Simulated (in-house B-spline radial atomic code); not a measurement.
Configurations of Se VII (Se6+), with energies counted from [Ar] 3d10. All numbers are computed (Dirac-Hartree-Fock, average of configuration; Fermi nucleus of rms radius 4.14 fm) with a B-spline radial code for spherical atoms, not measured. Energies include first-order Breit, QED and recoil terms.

Occupations are held fixed; configurations that lie above the ionisation limit could autoionise.

| configuration | E - E(ref) (eV) | highest orbital | its <r> (bohr) |
| --- | --- | --- | --- |
| [Ar] 3d9 4s1 | 54.065 | 4s1/2 | 1.479 |
| [Ar] 3d9 6s1 | 122.42 | 6s1/2 | 4.614 |
| [Ar] 3d9 6p1 | 125.41 | 6p3/2 | 4.98 |
| [Ar] 3d9 7s1 | 132.54 | 7s1/2 | 6.818 |
| [Ar] 3d9 7p1 | 134.23 | 7p3/2 | 7.291 |
| [Ar] 3d9 6g1 | 135.02 | 6g9/2 | 6.277 |
| [Ne] 3s2 3p5 3d10 4f1 | 223.17 | 4f5/2 | 2.462 |
| [Ne] 3s2 3p5 3d10 5d1 | 230.15 | 5d5/2 | 3.636 |
| [Ne] 3s2 3p5 3d10 6s1 | 234.53 | 6s1/2 | 4.614 |
| [Ne] 3s2 3p5 3d10 6d1 | 242.3 | 6d5/2 | 5.722 |
| [Ne] 3s2 3p5 3d10 6g1 | 247.13 | 6g9/2 | 6.277 |
| [Ne] 3s2 3p5 3d10 7d1 | 249.11 | 7d5/2 | 8.234 |

(1) Order these further configurations by energy, lowest first.
A. [Ar] 3d9 5p1
B. [Ne] 3s2 3p5 3d10 4s1
C. [Ne] 3s2 3p5 3d10 5s1
D. [Ne] 3s2 3p5 3d10 5g1
E. [Ne] 3s2 3p5 3d10 6f1

(2) How far above the reference does [Ar] 3d9 7f1 lie?

(3) How far above the reference does [Ne] 3s2 3p5 3d10 4d1 lie?

(4) How far above the reference does [Ne] 3s2 3p5 3d10 7s1 lie?

(5) One of these lies 111.1 eV from the reference. Which?
A. [Ar] 3d9 5f1
B. [Ar] 3d9 4f1
C. [Ar] 3d9 7g1
D. [Ne] 3s2 3p5 3d10 7f1

Results:

(1) A (108.67 eV), B (166.14 eV), C (214.71 eV), D (238.98 eV), E (246.74 eV).

(2) 139.69 eV; its least bound orbital is 7f5/2 with <r> = 9.41 bohr.

(3) 204.72 eV; its least bound orbital is 4d5/2 with <r> = 1.968 bohr.

(4) 244.65 eV; its least bound orbital is 7s1/2 with <r> = 6.818 bohr.

(5) B.
